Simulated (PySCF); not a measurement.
B(Cl)(Br)(Et) (C2H5BBrCl), SMILES CCB(Cl)Br.

Coordinates come from a B3LYP-D3(BJ)/def2-SVP optimisation. The values are those of a single conformer.

All values below come from TDA-PBE/def2-SVPD run with PySCF.

Vertical excitations. The molecule is in vacuum.

Computed UV-visible absorptions:
```
state  energy (eV)  λ (nm)      f                          main pairs
-----  -----------  ------  -----  ----------------------------------
S1            4.75     261  0.000                     HOMO→LUMO 100 %
S2            5.31     234  0.000                    HOMO−2→LUMO 99 %
S3            5.80     214  0.127                    HOMO−1→LUMO 91 %
S4            6.36     195  0.001                    HOMO−4→LUMO 98 %
S5            6.49     191  0.027  HOMO−3→LUMO 72 %, HOMO→LUMO+1 16 %
S6            6.63     187  0.077                    HOMO→LUMO+1 81 %
S7            6.85     181  0.001                    HOMO−6→LUMO 99 %
S8            7.05     176  0.015                  HOMO−1→LUMO+1 99 %
S9            7.11     174  0.041                  HOMO−2→LUMO+1 96 %
S10           7.24     171  0.001  HOMO→LUMO+2 69 %, HOMO−5→LUMO 23 %
T1            4.58     271      0                      HOMO→LUMO 99 %
T2            4.90     253      0                    HOMO−1→LUMO 99 %
T3            4.98     249      0                    HOMO−2→LUMO 98 %
T4            5.92     210      0  HOMO−3→LUMO 81 %, HOMO−5→LUMO 18 %
```
Triplets are in the Tamm–Dancoff approximation.
